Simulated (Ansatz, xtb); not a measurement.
**Relaxing a trial structure of FH5NSi2+**

The starting geometry of this gas-phase singlet has its atoms placed at random.

```yaml
atoms:
  - { symbol: F, position_ang: [0.4344, -1.5305, 0.1006] }
  - { symbol: N, position_ang: [-1.9894, 0.6583, 1.1806] }
  - { symbol: Si, position_ang: [1.2597, 0.5110, -0.5912] }
  - { symbol: Si, position_ang: [-0.8573, 1.7582, 1.3140] }
  - { symbol: H, position_ang: [0.9500, 1.4376, 0.8107] }
  - { symbol: H, position_ang: [1.8040, -0.5524, 0.7377] }
  - { symbol: H, position_ang: [0.0517, 0.3366, -1.0812] }
  - { symbol: H, position_ang: [0.5994, 1.4078, -1.8962] }
  - { symbol: H, position_ang: [-0.5704, 0.4965, 0.8821] }
```

Problem. Guess where an optimisation with r2SCAN-D4/def2-SVP ends from this start.

Solution. It loosens into H4NSi2 + FH, which stay close as a complex (formulas without charges). Distances that change by over a tenth: Si3–Si4 (3.11 → 2.60 Å), Si3–H5 (1.71 → 1.47 Å), Si3–H6 (1.79 → 3.31 Å), Si3–H7 (1.32 → 1.47 Å). Contacts that open: Si4–H9 (1.36 → 2.49 Å). Contacts that close: F1–H6 (1.80 → 0.93 Å), N2–Si3 (3.70 → 1.78 Å), N2–H9 (1.46 → 1.02 Å).

The energy falls by 13.88 eV over 51 steps:

```csv
step,E − E(last) (eV)
1,13.882
7,4.931
12,2.049
18,0.484
23,0.343
29,0.182
34,0.132
40,0.001
45,0.000
51,0.000
```

Final geometry (Å):

```yaml
atoms:
  - { symbol: F, position_ang: [2.0736, -0.5635, -0.8065] }
  - { symbol: N, position_ang: [-1.2660, 1.4617, 0.7813] }
  - { symbol: Si, position_ang: [-0.0157, 0.2507, 0.4240] }
  - { symbol: Si, position_ang: [-0.6882, 2.6730, -0.2578] }
  - { symbol: H, position_ang: [0.9122, 0.0506, 1.5515] }
  - { symbol: H, position_ang: [2.7037, -1.2451, -0.7278] }
  - { symbol: H, position_ang: [-0.5369, -0.8886, -0.3514] }
  - { symbol: H, position_ang: [0.5713, 1.3478, -0.5635] }
  - { symbol: H, position_ang: [-2.0721, 1.4363, 1.4074] }
```

From the same start GFN2-xTB ends elsewhere, differing in F1–Si3 (1.84 against 2.56 Å here), F1–Si4 (1.82 against 4.29 Å here), F1–H6 (2.45 against 0.93 Å here), N2–Si3 (3.77 against 1.78 Å here), Si3–Si4 (3.53 against 2.60 Å here), Si3–H5 (4.23 against 1.47 Å here).

From so rough a start the end depends on the optimiser's path, so another program may land elsewhere. No frequencies were run, so the end isn't proven a minimum. Run with Ansatz 0.2.0, 2.9 min on 1 thread of Intel(R) Xeon(R) Platinum 8259CL CPU @ 2.50GHz (Skylake/Cascade Lake), with other jobs on the host.
